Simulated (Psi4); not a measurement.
Pair of molecules, SMILES N with SMILES O=S=O (the first has 4 atoms); geometry from B3LYP-D3(BJ)/def2-TZVP, rigid monomers moved along the line of their centres of mass till N1···S6 is 2.36 Å.
(charge 0, multiplicity 1):
```xyz
7

N      0.01650     0.00068     0.62235
H     -0.30499    -0.92670     0.36976
H     -0.77808     0.63016     0.63148
H      0.67795     0.32053    -0.07512
O     -0.25166     0.96539     3.29460
S      0.61032    -0.12489     2.90246
O      0.09897    -1.46539     3.06670
```

The numbers are results of SAPT0/jun-cc-pV(D+d)Z run with Psi4, not measurements.

Q: Which attractive term is largest, and how does the interaction split up?

A: electrostatics -38.43, exchange 56.31, induction -19.85, dispersion -6.47, total -8.44 kcal/mol; the largest attraction is electrostatics.
